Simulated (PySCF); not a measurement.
# bromotrimethylsilane: removing and adding an electron

Molecule: bromotrimethylsilane, `C[Si](C)(C)Br` (C3H9BrSi). Numbering: `[CH3:1][Si:2]([CH3:3])([CH3:4])[Br:5]`

Level of theory: ωB97X-D3(BJ)/ma-def2-TZVP single points in PySCF, grid level 2; every species was optimised with PBE0-D3(BJ)/ma-def2-SVP. The prefix ma- adds one diffuse s and one diffuse p function on all atoms but H. Thermal corrections: PBE0-D3(BJ)/ma-def2-SVP frequencies, unscaled, ideal gas at 298.15 K and 1 bar, quasi-RRHO entropy.

Frontier levels of the parent: HOMO -10.35 eV, LUMO 0.89 eV.

Oxidation to the radical cation:
```
Vertical ionisation energy (electronic)              : 10.30 eV
Adiabatic ionisation energy (with zero-point energy) : 9.86 eV
Adiabatic, electronic part                           : 9.93 eV
Vertical gap at the product's structure              : 9.09 eV
Inner reorganisation energy (four-point)             : 1206 meV
Relaxation of product / of parent                    : 372 / 834 meV
⟨S²⟩ of the product                                  : 0.759
Largest spin populations                             : C4 0.55, Br5 0.36
Largest changes of atomic charge                     : Br5 0.35, C4 0.25
Distances that move most (Å)                         : Si2–C4 1.870 → 2.051; Si2–Br5 2.262 → 2.218; C1–Si2 1.870 → 1.843; Si2–C3 1.870 → 1.844
Potential in DMF                                     : 7.61 V absolute, 3.07 V against Fc+/Fc computed at 4.54 V (solvation -13 → -224 kJ/mol)
```

Reduction to the radical anion:
| Quantity | Value |
| --- | --- |
| Vertical electron affinity (electronic) | -0.62 eV |
| Adiabatic electron affinity (with zero-point energy) | -0.58 eV |
| Adiabatic, electronic part | -0.61 eV |
| Vertical gap at the product's structure | -0.59 eV |
| ⟨S²⟩ of the product | 0.750 |
| Largest spin populations | C4 0.16, C3 0.16, C1 0.16, H (on C4) 0.13 |
| Largest changes of atomic charge | C1 -0.15, C4 -0.15, C3 -0.15, H (on C3) -0.10 |
| Distances that move most (Å) | Si2–Br5 2.262 → 2.290 |
| Potential in DMF | 0.49 V absolute, -4.05 V against Fc+/Fc computed at 4.54 V (solvation -13 → -114 kJ/mol) |

Solvents are IEF-PCM continua (electrostatics only, gas-phase structures); absolute potentials refer to an electron at rest in vacuum. Fc+/Fc in DMF, 4.54 V, is ωB97X-D3(BJ)/ma-def2-TZVP on PBE0-D3(BJ)/def2-SVP structures with GFN2-xTB thermal terms. Benchmark calculations put it near 5.0 V in acetonitrile and DMSO, so it is about 0.5 V low, and the value against it can read up to that much too high.

Measured values (NIST Chemistry WebBook, evaluated or the median of agreeing entries): vertical ionisation energy 10.23 eV (computed 10.30, difference 0.07); adiabatic ionisation energy 10.00 eV (computed 9.86, difference -0.14).

Known limits: spin-orbit coupling is left out of the energies, which matters for open shells on the heavier atoms; atoms from Ga to Kr are treated without relativity; the gas-phase radical anion comes out unbound at this level, so its gas-phase values hang on the basis; C1 and C4 are equivalent in the parent, but the relaxed radical cation is symmetry-broken (C3v to Cs), as a Jahn-Teller-type distortion or an artefact of the method; its spin populations, distances and adiabatic value belong to that structure; a negative vertical affinity means that the electron isn't bound at that structure, so the value and what is derived from it hang on the basis.
